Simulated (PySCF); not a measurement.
## How methods differ on the excitation energy of Br+

Br+ [Ar] 3d10 4s2 4p4 (3P) → Br+ [Ar] 3d10 4s1 4p4 4d1 (high-spin determinant), as a difference of total energies. All numbers are calculated (PySCF 2.14, the spin-free X2C one-electron Hamiltonian (Gaussian nucleus), in x2c-TZVPPall with one added diffuse shell each of s, p, d type (7s6p5d1f, 57 functions)). Correlated levels: valence and next inner shell: [Ne] frozen. The calculations carry no spin-orbit coupling.

| method | excitation energy (eV) |
| --- | --- |
| UHF | 24.465 |
| MP2 (valence and next inner shell) | 25.143 |
| SCS-MP2 (valence and next inner shell) | 25.204 |
| CCSD (valence and next inner shell) | 24.635 |
| CCSD(T) (valence and next inner shell) | 24.423 |

How much does correlation contribute at CCSD(T) (valence and next inner shell)?

24.423 − (24.465) = -0.042 eV, measured against UHF.

A first-order spin-orbit estimate (lowest level to lowest level, LS coupling) adds -0.007 eV.

The upper state lies above the first ionisation limit, where it may autoionise and the basis confines it.

The promoted electron is Rydberg-like, and one or two diffuse shells describe it only roughly, which tends to raise the upper state.

The coupled-cluster amplitudes are large for the upper state (T1 above 0.03 or a double amplitude above 0.15), so a single reference is strained.

The determinant of the upper state mixes LS terms, which raises its energy above the lowest term, most at the Hartree-Fock and MP2 levels.
